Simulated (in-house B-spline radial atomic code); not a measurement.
## Cs8+: [Ne] 3s2 (3p1/2)1 (3p3/2)4 3d10 4s2 4p6 4d10 5s2 (with a hole in an inner shell)

Level of theory: Dirac-Hartree-Fock, average of the jj configuration, Fermi nucleus of rms radius 4.8041 fm; calculated with an all-electron radial atomic-structure program (B-spline basis).

Screening seen three ways: the hydrogenic charge with the same mean radius, Z_r = [3n² - l(l+1)]/(2<r>), the one with the same energy, Z_e = n√(-2ε), and Slater's rules. Values are occupation-weighted means over j. An effective charge above Z reflects the relativistic contraction of the inner shells.

```json
{"shell": "1s", "electrons": "2", "ε (eV)": "-36365", "<r> (bohr)": "0.0261", "Z_r": "57.47", "Z_e": "51.70", "Slater": "54.70"}
{"shell": "2s", "electrons": "2", "ε (eV)": "-5941.1", "<r> (bohr)": "0.1115", "Z_r": "53.83", "Z_e": "41.79", "Slater": "50.85"}
{"shell": "2p", "electrons": "6", "ε (eV)": "-5348.7", "<r> (bohr)": "0.09798", "Z_r": "51.03", "Z_e": "39.65", "Slater": "50.85"}
{"shell": "3s", "electrons": "2", "ε (eV)": "-1385.1", "<r> (bohr)": "0.2958", "Z_r": "45.63", "Z_e": "30.27", "Slater": "44.10"}
{"shell": "3p", "electrons": "5", "ε (eV)": "-1184.9", "<r> (bohr)": "0.2953", "Z_r": "42.33", "Z_e": "28.00", "Slater": "44.10"}
{"shell": "3d", "electrons": "10", "ε (eV)": "-902.5", "<r> (bohr)": "0.2699", "Z_r": "38.91", "Z_e": "24.43", "Slater": "34.85"}
{"shell": "4s", "electrons": "2", "ε (eV)": "-375.1", "<r> (bohr)": "0.6808", "Z_r": "35.25", "Z_e": "21.00", "Slater": "28.10"}
{"shell": "4p", "electrons": "6", "ε (eV)": "-307.55", "<r> (bohr)": "0.7201", "Z_r": "31.94", "Z_e": "19.02", "Slater": "28.10"}
{"shell": "4d", "electrons": "10", "ε (eV)": "-206.04", "<r> (bohr)": "0.7912", "Z_r": "26.54", "Z_e": "15.57", "Slater": "16.85"}
{"shell": "5s", "electrons": "2", "ε (eV)": "-127.33", "<r> (bohr)": "1.502", "Z_r": "24.96", "Z_e": "15.30", "Slater": "12.35"}
```

The least bound orbital is 5s1/2 at -127.3 eV, and it is also the most diffuse (<r> = 1.502 bohr). The part-filled 3p shell lies below the filled 5s shell in orbital energy.

For the 1s electron the small component carries 4.12 % of the norm, the zero-frequency Breit interaction raises the level by 91.34 eV, self-energy by 53.23 eV, and vacuum polarisation lowers it by 7.575 eV.
